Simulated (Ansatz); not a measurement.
Cartesian coordinates in Å:
```
F 0.515 1.849 -0.606
B 0.716 0.595 -0.950
F 1.670 -0.098 -0.361
F 0.107 0.098 -2.006
Se -1.432 -0.422 0.948
H -0.596 -0.209 2.135
H -0.980 -1.814 0.840
```

Total charge 0; spin multiplicity 1. The bonds changed during the relaxation, so this is another structure than the one it started from.

Problem. List the CAM-B3LYP/def2-TZVPP orbital energies in eV (Ansatz). (Estimate.)

Solution. The calculation gave: Occupied: -12353.53, -1582.72, -1420.94, -1420.91, -1420.85, -674.30, -674.29, -674.29, -215.32, -189.80, -159.45, -159.36, -159.15, -60.29, -60.26, -60.08, -60.00, -59.98, -36.60, -35.52, -35.51, -22.22, -18.43, -17.39, -17.39, -16.38, -14.53, -14.52, -14.27, -14.26, -13.55, -13.39, -11.84, -9.04. Lowest empty: 0.81, 0.92, 2.00, 2.41, 3.55, 3.66, 5.08, 5.75.
